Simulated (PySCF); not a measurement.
C2H3N, SMILES C[N+]#[C-].

Coordinates come from a PBE0-D3(BJ)/def2-TZVP optimisation.

All values below come from PySCF 2.14.0 with TDDFT-PBE/def2-SVPD.

Vertical excitations; the highest root listed may be one member of a degenerate set.  State labels are in the subgroup Cs.

Computed lowest excited states:
```
state  symmetry  energy (eV)  λ (nm)      f                                                  main pairs
-----  --------  -----------  ------  -----  ----------------------------------------------------------
S1           A'         6.79     183  0.006                                           HOMO→LUMO+2 100 %
S2           A'         7.71     161  0.049                                  HOMO→LUMO (degenerate set)
S3           A"         7.71     161  0.049                                HOMO→LUMO+1 (degenerate set)
S4           A"         8.02     155  0.000                        HOMO−1→LUMO 50 %, HOMO−2→LUMO+1 50 %
S5           A'         8.23     151  0.003                              HOMO−2→LUMO+2 (degenerate set)
S6           A"         8.23     151  0.003                              HOMO−1→LUMO+2 (degenerate set)
S7           A'         8.27     150  0.006  HOMO−2→LUMO, HOMO−1→LUMO+1, HOMO−2→LUMO+2 (degenerate set)
S8           A"         8.27     150  0.006  HOMO−1→LUMO, HOMO−2→LUMO+1, HOMO−1→LUMO+2 (degenerate set)
S9           A'         8.77     141  0.003                                            HOMO→LUMO+3 93 %
S10          A"         9.40     132  0.032                                            HOMO→LUMO+5 93 %
T1           A'         5.65     220      0                                  HOMO→LUMO (degenerate set)
T2           A"         5.65     220      0                                HOMO→LUMO+1 (degenerate set)
T3           A'         6.74     184      0                                            HOMO→LUMO+2 89 %
T4           A'         6.80     182      0      HOMO−2→LUMO 43 %, HOMO−1→LUMO+1 43 %, HOMO→LUMO+2 11 %
```
Triplets are in the Tamm–Dancoff approximation, which puts them higher than full response would, so one can lie above its singlet here.
